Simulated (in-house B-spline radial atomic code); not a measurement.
Results of a calculation; reference values are marked as such.
## Two electrons in Si: a Gaussian well −V exp(−r²/w²) with V = 67.2 meV and w = 23.3 nm

For Si the NSM archive of the Ioffe Institute lists m_l = 0.98 m0, m_t = 0.19 m0 and ε = 11.7; the model takes one isotropic valley with the conductivity mass 3/(1/m_l + 2/m_t) = 0.26 m0, and so misses anisotropy and the other valleys. All triplets below are those of one valley; with several valleys two electrons can form a triplet in the 1s orbital itself, at an energy set by the valley splitting.

Effective-mass model with parabolic bands, a uniform dielectric constant, no image charges, no central-cell or spin-orbit terms. Two-electron levels come from full CI in B-splines with partial waves to l = 5 (up to 0.001 effective hartree above the limit).

(1) What are the effective units, and what is the potential in them?

In these units the lowest s and p orbitals lie at -1.062628 and -0.911283, and their Coulomb and exchange integrals are J_ss = 0.311536, J_sp = 0.256167 and K_sp = 0.05046. Full CI gives -1.870892 for the ground singlet, -1.784366 for the sp triplet, -1.724348 for the sp singlet and -1.652956 for the lowest triplet of two s orbitals.

(2) What does it cost to add the second electron, to first order and exactly?

(3) How far above the singlet do the triplets lie?

Answers

(1) Ha* = 27211.386 meV × 0.26/11.7² = 51.68 meV and a* = 0.0529177 nm × 11.7/0.26 = 2.381 nm. V = 1.3 Ha* and w = 9.78 a*.

(2) To first order E = 2ε_s + J_ss = -1.813720, so the charging energy E(2) − 2E(1) is J_ss = 16.1 meV. CI gives -1.870892 − 2 × (-1.062628) = 0.254364, or 13.15 meV: relaxation and correlation lower it by 2.955 meV, 18.4 % of J_ss. The s² configuration of one-electron orbitals holds 86.7 % of the state, and the mean radius is 8.09 nm. The second electron is bound by ε_s − E = 41.77 meV, against 54.92 meV for the first.

(3) To first order the sp triplet lies at ε_s + ε_p + J_sp − K_sp = -1.768207, which is 2.352 meV above 2ε_s + J_ss. CI gives -1.784366 − (-1.870892) = 0.086526, or 4.472 meV, 57 % of the orbital spacing of 7.822 meV. The ss triplet lies 11.26 meV up, so the lower of the two is the sp one, and its gap equals k_BT at 51.9 K. The sp singlet-triplet splitting is 3.102 meV, against 2K_sp = 5.216 meV.
